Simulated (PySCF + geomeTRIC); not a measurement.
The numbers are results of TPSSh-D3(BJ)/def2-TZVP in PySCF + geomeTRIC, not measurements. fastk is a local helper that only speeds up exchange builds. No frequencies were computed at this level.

```python
import json, numpy as np
from pyscf import gto, dft
from fastk import lowrank_exchange
atoms = """
F      1.662785    -0.462678     0.846242
C      0.724580    -0.378005    -0.141373
C     -0.711977    -0.455231     0.252278
C     -0.118715     0.850862    -0.199326
H      1.093743    -0.856343    -1.039820
H     -1.391863    -0.977692    -0.402024
H     -0.931079    -0.568166     1.302521
H      0.056566     1.606178     0.550704
H     -0.384040     1.241076    -1.169201
"""
def scf(charge, spin, dm0=None):
    mol = gto.M(atom=atoms, basis='def2-tzvp', ecp={}, charge=charge, spin=spin, verbose=3, max_memory=3780)
    mf = dft.KS(mol, xc='tpssh').density_fit(auxbasis="def2-universal-jkfit")
    mf.disp = 'd3bj'
    mf.grids.level = 3
    mf.conv_tol = 1e-8
    mf.max_cycle = 60
    mf.kernel(dm0)
    if not mf.converged:
        mf = mf.newton().run(mf.mo_coeff, mf.mo_occ).undo_soscf()
    return mf
mf = scf(0, 0)
from pyscf.geomopt.geometric_solver import kernel as optimize
path = []
done, mol = optimize(mf, maxsteps=80, assert_convergence=False, callback=lambda env: path.append((env["energy"], bool(env["g_scanner"].converged))))
res = dict(converged=bool(done and path[-1][1]), energy=path[-1][0], path=[e for e, c in path], xyz=mol.atom_coords(unit="Angstrom").tolist(), nao=mol.nao)
json.dump(res, open("result.json", "w"))
```

Output:

```
converged SCF energy = -217.230415894947
Geometry optimization cycle 1
converged SCF energy = -217.230415894925
cycle 1: E = -217.230415895  dE = -217.23  norm(grad) = 0.01701
Geometry optimization cycle 2
converged SCF energy = -217.230797373651
cycle 2: E = -217.230797374  dE = -0.000381479  norm(grad) = 0.00573484
Geometry optimization cycle 3
converged SCF energy = -217.230837030633
cycle 3: E = -217.230837031  dE = -3.9657e-05  norm(grad) = 0.002049
Geometry optimization cycle 4
converged SCF energy = -217.230845741372
cycle 4: E = -217.230845741  dE = -8.71074e-06  norm(grad) = 0.00070884
Geometry optimization cycle 5
converged SCF energy = -217.230847208011
cycle 5: E = -217.230847208  dE = -1.46664e-06  norm(grad) = 0.00056709
Geometry optimization cycle 6
converged SCF energy = -217.230847693062
cycle 6: E = -217.230847693  dE = -4.85051e-07  norm(grad) = 0.000717164
<class 'geometric.internal.Distance'> : 9
<class 'geometric.internal.Angle'> : 18
<class 'geometric.internal.Dihedral'> : 24
<class 'geometric.internal.TranslationX'> : 1
<class 'geometric.internal.TranslationY'> : 1
<class 'geometric.internal.TranslationZ'> : 1
<class 'geometric.internal.RotationA'> : 1
<class 'geometric.internal.RotationB'> : 1
<class 'geometric.internal.RotationC'> : 1
Step    0 : Gradient = 5.670e-03/1.110e-02 (rms/max) Energy = -217.2304158949
Step    1 : Displace = 1.020e-02/1.644e-02 (rms/max) Trust = 1.000e-01 (=) Grad = 1.912e-03/2.983e-03 (rms/max) E (change) = -217.2307973737 (-3.815e-04) Quality = 1.177
Step    2 : Displace = 3.520e-03/5.093e-03 (rms/max) Trust = 1.414e-01 (+) Grad = 6.830e-04/1.184e-03 (rms/max) E (change) = -217.2308370306 (-3.966e-05) Quality = 1.266
Step    3 : Displace = 2.370e-03/4.510e-03 (rms/max) Trust = 2.000e-01 (+) Grad = 2.363e-04/4.565e-04 (rms/max) E (change) = -217.2308457414 (-8.711e-06) Quality = 1.111
Step    4 : Displace = 1.167e-03/2.133e-03 (rms/max) Trust = 2.828e-01 (+) Grad = 1.890e-04/3.615e-04 (rms/max) E (change) = -217.2308472080 (-1.467e-06) Quality = 0.758
Step    5 : Displace = 1.038e-03/1.789e-03 (rms/max) Trust = 3.000e-01 (+) Grad = 2.391e-04/3.992e-04 (rms/max) E (change) = -217.2308476931 (-4.851e-07) Quality = 0.264
Converged! =D
```

Cost: around 2.1 core-minutes (rough).
